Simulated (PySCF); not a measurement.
Vertical excitations of a molecule C₃H₆N₂Si from TDDFT-PBE/def2-SVPD run with PySCF, as energy in eV (oscillator strength): 2.97 (0.000), 3.55 (0.001), 4.89 (0.075), 5.42 (0.011), 5.80 (0.021), 5.86 (0.001), 5.86 (0.019), 6.12 (0.005), 6.16 (0.048), 6.35 (0.003). Lowest triplet (TDA): 2.63 eV. The structure is a stationary point at PBE0-D3(BJ)/def2-SVP. One conformer was computed; it need not be the lowest.

Identify the compound among the candidates.
A) [SiH3]C1=NC=NC1
B) CC1=NC=N[SiH2]1
C) [SiH3]n1ccnc1
D) C[SiH2]/C=N/C#N

B, CC1=NC=N[SiH2]1
